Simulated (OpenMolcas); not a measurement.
## TeN at 1.890 Å: OpenMolcas input and output

Input (each module block was a call of its own in one work directory; start orbitals came from a preliminary run):

```
&GATEWAY
Coord
2
angstrom
Te 0.0 0.0 0.0
N 0.0 0.0 1.8900
Basis=ANO-RCC-VTZP
Group=XY
RX2C
AMFI
ANGMom
0.0 0.0 0.0
RICD
&SEWARD
&GUESSORB
&RASSCF
FileOrb=$CurrDir/o22.orb
Symmetry=2
Spin=2
nActEl=9 0 0
Inactive=15 10
RAS2=3 4
CIRoot=8 8 1
Linear
Iterations=120 100
OrbListing=Nothing
PRWF=0.15
>>COPY $Project.RasOrb $CurrDir/o22.orb
>>COPY $Project.rasscf.h5 $CurrDir/r22.h5
&CASPT2
XMultistate=all
Imaginary=0.2
IPEA=0.25
MaxIter=40
>>COPY $Project.JobMix JOB001
&RASSCF
FileOrb=$CurrDir/o42.orb
Symmetry=2
Spin=4
nActEl=9 0 0
Inactive=15 10
RAS2=3 4
CIRoot=2 2 1
Linear
Iterations=120 100
OrbListing=Nothing
PRWF=0.15
>>COPY $Project.RasOrb $CurrDir/o42.orb
>>COPY $Project.rasscf.h5 $CurrDir/r42.h5
&CASPT2
XMultistate=all
Imaginary=0.2
IPEA=0.25
MaxIter=40
>>COPY $Project.JobMix JOB002
```

```bash
pymolcas m.inp
```

RASSCF and CASPT2 output of these blocks, in excerpt:

```
++    Wave function specifications:
      Number of closed shell electrons          50
      Number of electrons in active shells       9
      Number of inactive orbitals               25
      Number of active orbitals                  7
      Number of secondary orbitals              66
      Spin quantum number                      0.5
      State symmetry                             2
++    Orbital specifications:
      Symmetry species                           1   2
                                                 a   b
      Frozen orbitals                            0   0
      Inactive orbitals                         15  10
      Active orbitals                            3   4
      RAS2 orbitals                              3   4
      Secondary orbitals                        34  32
      Number of basis functions                 52  46
      printout of CI-coefficients larger than  0.15 for root  1
      energy=   -6845.336117
      conf/sym  111 2222     Coeff  Weight
            22  220 2u20  -0.21505 0.04625
            99  220 u2ud   0.16755 0.02807
           100  220 uu2d  -0.19893 0.03957
           179  220 0u22  -0.90226 0.81407
      printout of CI-coefficients larger than  0.15 for root  2
      energy=   -6845.336117
      conf/sym  111 2222     Coeff  Weight
            24  220 2udu   0.15435 0.02382
           101  220 u202  -0.21505 0.04625
           103  220 uud2   0.19893 0.03957
           104  220 u022   0.90226 0.81407
      printout of CI-coefficients larger than  0.15 for root  3
      energy=   -6845.235530
      conf/sym  111 2222     Coeff  Weight
            25  220 202u   0.26771 0.07167
            98  220 ud2u  -0.43616 0.19024
           100  220 uu2d  -0.51011 0.26021
           102  220 udu2  -0.23045 0.05311
           103  220 uud2   0.27890 0.07779
           178  220 02u2   0.50001 0.25001
      printout of CI-coefficients larger than  0.15 for root  4
      energy=   -6845.235530
      conf/sym  111 2222     Coeff  Weight
            25  220 202u  -0.50001 0.25001
            98  220 ud2u  -0.23045 0.05311
           100  220 uu2d  -0.27890 0.07779
           102  220 udu2   0.43616 0.19024
           103  220 uud2  -0.51011 0.26021
           178  220 02u2   0.26771 0.07167
      printout of CI-coefficients larger than  0.15 for root  5
      energy=   -6845.202383
      conf/sym  111 2222     Coeff  Weight
            25  220 202u  -0.24231 0.05872
            28  220 20u2   0.42540 0.18097
            98  220 ud2u  -0.60161 0.36194
           102  220 udu2  -0.34268 0.11743
           177  220 022u   0.24231 0.05872
           178  220 02u2  -0.42540 0.18097
      printout of CI-coefficients larger than  0.15 for root  6
      energy=   -6845.202383
      conf/sym  111 2222     Coeff  Weight
            25  220 202u  -0.42540 0.18097
            28  220 20u2  -0.24231 0.05872
            98  220 ud2u   0.34268 0.11743
           102  220 udu2  -0.60161 0.36194
           177  220 022u   0.42540 0.18097
           178  220 02u2   0.24231 0.05872
      printout of CI-coefficients larger than  0.15 for root  7
      energy=   -6845.172438
      conf/sym  111 2222     Coeff  Weight
            25  220 202u  -0.39040 0.15241
            28  220 20u2  -0.24436 0.05971
           102  220 udu2  -0.27948 0.07811
           177  220 022u  -0.78565 0.61724
      printout of CI-coefficients larger than  0.15 for root  8
      energy=   -6845.172438
      conf/sym  111 2222     Coeff  Weight
            28  220 20u2  -0.78565 0.61724
            98  220 ud2u  -0.27948 0.07811
           177  220 022u   0.24436 0.05971
           178  220 02u2  -0.39040 0.15241
      Natural orbitals and occupation numbers for root  1
      sym 1:   1.942689   1.993631   0.059399
      sym 2:   0.185143   1.043854   1.954159   1.821124
      Natural orbitals and occupation numbers for root  2
      sym 1:   1.942689   1.993631   0.059399
      sym 2:   1.043854   0.185143   1.821124   1.954159
      Natural orbitals and occupation numbers for root  3
      sym 1:   1.939556   1.994737   0.062696
      sym 2:   0.675952   1.329869   1.633663   1.363527
      Natural orbitals and occupation numbers for root  4
      sym 1:   1.939556   1.994737   0.062696
      sym 2:   1.329869   0.675952   1.363527   1.633663
      Natural orbitals and occupation numbers for root  5
      sym 1:   1.949664   1.998504   0.052729
      sym 2:   1.011802   1.011802   1.487750   1.487749
      Natural orbitals and occupation numbers for root  6
      sym 1:   1.949664   1.998504   0.052729
      sym 2:   1.011802   1.011802   1.487749   1.487750
      Natural orbitals and occupation numbers for root  7
      sym 1:   1.936634   1.972493   0.055995
      sym 2:   0.500120   1.562860   1.887036   1.084862
      Natural orbitals and occupation numbers for root  8
      sym 1:   1.936634   1.972493   0.055995
      sym 2:   1.562860   0.500120   1.084862   1.887036
      RASSCF energy for state  8                  -6845.17243834
::    RASSCF root number  1 Total energy:  -6845.33611672
::    RASSCF root number  2 Total energy:  -6845.33611672
::    RASSCF root number  3 Total energy:  -6845.23552953
::    RASSCF root number  4 Total energy:  -6845.23552953
::    RASSCF root number  5 Total energy:  -6845.20238332
::    RASSCF root number  6 Total energy:  -6845.20238332
::    RASSCF root number  7 Total energy:  -6845.17243834
::    RASSCF root number  8 Total energy:  -6845.17243834
      Von Neumann Entropy (Root   1) =  1.15921
++    Wave function specifications:
      Number of closed shell electrons          12
      Number of electrons in active shells       9
      Number of inactive orbitals                6
      Number of active orbitals                  7
      Number of secondary orbitals              66
      Spin quantum number                      0.5
      State symmetry                             2
      Number of CSFs                           248
      Number of CASSCF root(s) available         8
      CASPT2 state passed to geometry opt.       8
      A file JOBMIX will be created
      This is a MULTI-STATE CASSCF reference
      Number of CI roots used                    8
      These are:                                 1   2   3   4   5   6   7   8
      Off-diagonal elements of Heff are computed
  FINAL CASPT2 RESULT:
      Reference energy:       -6845.3361167179
      E2 (Non-variational):      -0.6940707057
      Shift correction:          -0.0023864256
      E2 (Variational):          -0.6964571313
      Total energy:           -6846.0325738493
      Reference weight:           0.86406
  FINAL CASPT2 RESULT:
      Reference energy:       -6845.3361167179
      E2 (Non-variational):      -0.6940707057
      Shift correction:          -0.0023864256
      E2 (Variational):          -0.6964571314
      Total energy:           -6846.0325738493
      Reference weight:           0.86406
  FINAL CASPT2 RESULT:
      Reference energy:       -6845.2355295317
      E2 (Non-variational):      -0.6945464564
      Shift correction:          -0.0023232864
      E2 (Variational):          -0.6968697428
      Total energy:           -6845.9323992745
      Reference weight:           0.86558
  FINAL CASPT2 RESULT:
      Reference energy:       -6845.2355295317
      E2 (Non-variational):      -0.6945464564
      Shift correction:          -0.0023232864
      E2 (Variational):          -0.6968697428
      Total energy:           -6845.9323992745
      Reference weight:           0.86558
  FINAL CASPT2 RESULT:
      Reference energy:       -6845.2023833151
      E2 (Non-variational):      -0.6964514312
      Shift correction:          -0.0022522729
      E2 (Variational):          -0.6987037041
      Total energy:           -6845.9010870191
      Reference weight:           0.86612
  FINAL CASPT2 RESULT:
      Reference energy:       -6845.2023833151
      E2 (Non-variational):      -0.6964514312
      Shift correction:          -0.0022522729
      E2 (Variational):          -0.6987037041
      Total energy:           -6845.9010870191
      Reference weight:           0.86612
  FINAL CASPT2 RESULT:
      Reference energy:       -6845.1724383404
      E2 (Non-variational):      -0.6941439130
      Shift correction:          -0.0026229141
      E2 (Variational):          -0.6967668271
      Total energy:           -6845.8692051674
      Reference weight:           0.86365
  FINAL CASPT2 RESULT:
      Reference energy:       -6845.1724383403
      E2 (Non-variational):      -0.6941439130
      Shift correction:          -0.0026229141
      E2 (Variational):          -0.6967668271
      Total energy:           -6845.8692051674
      Reference weight:           0.86365
       Total XMS-CASPT2 energies:
::    XMS-CASPT2 Root  1     Total energy:  -6846.03145015
::    XMS-CASPT2 Root  2     Total energy:  -6846.03145015
::    XMS-CASPT2 Root  3     Total energy:  -6845.93038228
::    XMS-CASPT2 Root  4     Total energy:  -6845.93038228
::    XMS-CASPT2 Root  5     Total energy:  -6845.90108696
::    XMS-CASPT2 Root  6     Total energy:  -6845.90108696
::    XMS-CASPT2 Root  7     Total energy:  -6845.87234591
::    XMS-CASPT2 Root  8     Total energy:  -6845.87234591
++    Wave function specifications:
      Number of closed shell electrons          50
      Number of electrons in active shells       9
      Number of inactive orbitals               25
      Number of active orbitals                  7
      Number of secondary orbitals              66
      Spin quantum number                      1.5
      State symmetry                             2
      printout of CI-coefficients larger than  0.15 for root  1
      energy=   -6845.268319
      conf/sym  111 2222     Coeff  Weight
            39  220 uu2u  -0.93313 0.87072
            40  220 uuu2  -0.29406 0.08647
      printout of CI-coefficients larger than  0.15 for root  2
      energy=   -6845.268319
      conf/sym  111 2222     Coeff  Weight
            39  220 uu2u  -0.29406 0.08647
            40  220 uuu2   0.93313 0.87072
      Natural orbitals and occupation numbers for root  1
      sym 1:   1.946007   1.995997   0.058339
      sym 2:   0.997216   1.017370   1.981707   1.003364
      Natural orbitals and occupation numbers for root  2
      sym 1:   1.946007   1.995997   0.058339
      sym 2:   1.017370   0.997216   1.003364   1.981707
      RASSCF energy for state  2                  -6845.26831882
::    RASSCF root number  1 Total energy:  -6845.26831882
::    RASSCF root number  2 Total energy:  -6845.26831882
      Von Neumann Entropy (Root   1) =  1.69909
++    Wave function specifications:
      Number of closed shell electrons          12
      Number of electrons in active shells       9
      Number of inactive orbitals                6
      Number of active orbitals                  7
      Number of secondary orbitals              66
      Spin quantum number                      1.5
      State symmetry                             2
      Number of CSFs                           112
      Number of CASSCF root(s) available         2
      CASPT2 state passed to geometry opt.       2
      A file JOBMIX will be created
      This is a MULTI-STATE CASSCF reference
      Number of CI roots used                    2
      These are:                                 1   2
      Off-diagonal elements of Heff are computed
  FINAL CASPT2 RESULT:
      Reference energy:       -6845.2683188190
      E2 (Non-variational):      -0.6880635075
      Shift correction:          -0.0023175334
      E2 (Variational):          -0.6903810409
      Total energy:           -6845.9586998599
      Reference weight:           0.86662
  FINAL CASPT2 RESULT:
      Reference energy:       -6845.2683188190
      E2 (Non-variational):      -0.6880635076
      Shift correction:          -0.0023175334
      E2 (Variational):          -0.6903810410
      Total energy:           -6845.9586998600
      Reference weight:           0.86662
       Total XMS-CASPT2 energies:
::    XMS-CASPT2 Root  1     Total energy:  -6845.95869986
::    XMS-CASPT2 Root  2     Total energy:  -6845.95869986
```

Only roots inside an energy window near the equilibrium distance were included, so the list of states is not complete; labels number the states computed. Each spin and symmetry block has orbitals of its own, averaged over its own roots, so gaps between blocks are less sure than gaps within one and near the minimum can be off by tenths of an eV, in bad cases by more. No Rydberg orbitals are active, so Rydberg states, and σ→σ* states whose orbital the CASSCF left unused, can be missing between those listed. CASPT2 splits the two components of degenerate states numerically, here by up to 17 cm⁻¹.
